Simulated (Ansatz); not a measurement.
C3H8BFO, SMILES B(F)(CO)CC.

Geometry optimised at r2SCAN-D4/def2-SVP. This is a generated structure with no PubChem entry under its InChIKey; it may be hypothetical. One conformer was computed; it need not be the lowest.

Two levels are set side by side: PBE/def2-SVPD (Ansatz, a program for electronic structure) and CAM-B3LYP/def2-SVPD (Ansatz). Energy differences of separate SCF runs at the same geometry; the states with an electron removed or added have multiplicity 2 and 2. Differences are taken from unrounded values.

```
quantity                           CAM-B3LYP
---------------------------------  ---------
vertical ionisation energy (eV)        10.24
vertical singlet–triplet gap (eV)       5.78
```

Q: What does PBE give, and how far is it from CAM-B3LYP? (An estimate is asked for; the answer gives what the named calculation found.)

A: 
```
quantity                            PBE  PBE minus CAM-B3LYP
---------------------------------  ----  -------------------
vertical ionisation energy (eV)    9.39                -0.85
vertical singlet–triplet gap (eV)  4.98                -0.79
```
